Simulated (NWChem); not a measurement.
**Correlation energy of Pb**

```xyz
1

Pb     0.0000     0.0000     0.0000
```
Charge 0, spin multiplicity 3.

All runs are NWChem calculations.

Basis set: def2-QZVP. Each correlation energy counts from its own Hartree-Fock reference.

Effective core potentials replace the inner electrons of Pb; spin-orbit coupling is left out. The correlated methods keep 4 core orbitals frozen. The stability of the SCF solutions was not checked. Open-shell Hartree-Fock references start from PBE0 orbitals. Coupled-cluster values serve here as a point of comparison, not as the truth.

Q: Order these methods by the correlation energy they give, lowest first: CCSD[T] on ROHF, UMP2, SCS-UMP2, CCSD on ROHF.

A: UMP2 (-445.5 mHa), CCSD[T] on ROHF (-423.0 mHa), CCSD on ROHF (-412.5 mHa), SCS-UMP2 (-393.0 mHa)
